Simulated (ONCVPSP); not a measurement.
Before and after: ONCV potential for molybdenum

| Quantity | Value |
| --- | --- |
| Element | Mo (Z = 42) |
| Generator | ONCVPSP 4.0.1 |
| Type | optimised norm-conserving Vanderbilt (ONCV) |
| Functional | PBE |
| Relativity | scalar-relativistic |
| Frozen core | [Ar] 3d10 |
| Valence charge | 14 |
| Reference configuration | 4s2 4p6 4d4 5s2 |
| Partial waves | 4s+5s: rc 2.05 bohr, ncon 4, nbas 9, qcut 5.2 1/bohr, 2 projectors; 4p: rc 1.25 bohr, ncon 4, nbas 9, qcut 5.9 1/bohr, 3 projectors, debl 2.2 Ha; 4d: rc 1.45 bohr, ncon 3, nbas 8, qcut 7.6 1/bohr, 1 projector |
| Local potential | polynomial inside 1.20 bohr (lpopt 1, dvloc0 -1 Ha) |
| Core correction | none |

Change: d: rc 1.25, qcut 8.8.

Cutoffs: the cutoffs (Ha) at which the residual kinetic energy of the hardest occupied pseudo-wave falls to 1 and 0.1 mHa per electron; they do not see the model core or the augmentation charge, which bear on the density cutoff. Errors are all-electron minus pseudo energies relative to the spin-unpolarised reference configuration.

Task: What does the change do?

Result: The potential gets neither clearly harder nor softer (98 Ha and 172 Ha → 98 Ha and 172 Ha); the errors of the 4 common tests hardly move; neither file shows a bound ghost.

| quantity | base | changed |
| --- | --- | --- |
| cutoff, loose | 98 Ha | 98 Ha |
| cutoff, tight | 172 Ha | 172 Ha |
| loose cutoff by channel | s 5.9 Ha, p 98 Ha, d 20 Ha | s 5.9 Ha, p 98 Ha, d 23 Ha |
| bound ghosts | none | none |
| GHOST(+) flags under 300 eV | none | none |
| error for 4s2 4p6 4d5 5s1, meV [ΔE -0.20 eV] | -5.1 | -5.2 |
| error for 4s2 4p6 4d5 5s0, meV [ΔE 6.69 eV] | -12 | -12 |
| error for 4s2 4p6 4d4 5s0, meV [ΔE 22.15 eV] | -9.5 | -9.3 |
| error for 4s2 4p6 4d4 5s1, meV [ΔE 7.87 eV] | -2.2 | -2.2 |
| s: phases at 2.08 bohr within 0.05 rad from the reference energy up to (Ha; the scan ends near 5) | 3.2 | 3.2 |
| p: phases at 1.27 bohr within 0.05 rad from the reference energy up to (Ha; the scan ends near 5) | to the end of the scan | to the end of the scan |
